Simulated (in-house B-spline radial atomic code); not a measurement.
## RPA and G0W0 on PBE: V5+

Configuration [Ne] 3s2 3p6, mean-field start PBE. Computed with a B-spline radial code for spherical atoms: all electrons, non-relativistic, point nucleus, each spin shell either full or empty, empty states to l = 9 with an (l + 1/2)⁻⁴ tail; G0W0 by contour deformation at full frequency.

Command:
```bash
python run_gw.py task.json out
```
Settings (radii: box in bohr, nucleus in fm):
```
Z                        23
electrons                18
configuration            [Ne] 3s2 3p6
hamiltonian              nr
method                   pbe,pbe
lmax                     9
spin_polarised           False
box_radius               10.43
intervals                49
```

Cost of the run: 1.3 s on 1 thread of Arm Neoverse N1 (shared host).

Energies (hartree):

```tsv
term	value
mean-field total	-937.60985
Hartree-Fock functional on these orbitals	-937.06575
direct second order	-1.409
second-order exchange	0.46975
SOSEX correction	0.42681
```

(1) What is the RPA correlation energy, and what remains with SOSEX?

Quasi-particle levels (eV):

```tsv
level	occupied	mean field	Σx - vxc	Σc	QP weight	G0W0
3p	yes	-117.30	-10.80	?	?	?
3d	no	-75.92	13.12	-3.24	0.964	-66.04
```

G0W0 = mean field + (Σx - vxc) + Σc, with Σc (partial-wave tail included) taken at the quasi-particle energy. Only the outer levels were computed. Levels of low weight are left out.

(2) Where does G0W0 put 3p?

## Answers

(1) RPA gives -1.2237 hartree (-1.85 eV per electron); RPA + SOSEX gives -0.79689, and the second-order doubles -0.93921 hartree (no singles). SOSEX takes back 35 % of the RPA value.

(2) At -128.27 eV, with Σc = -0.17 eV and a quasi-particle weight of 0.949. The tabulated removal energy is 128.125 ± 0.025 eV (NIST, measured); the calculation leaves out relativity, Breit and QED terms, and what these don't explain is the method's own error.
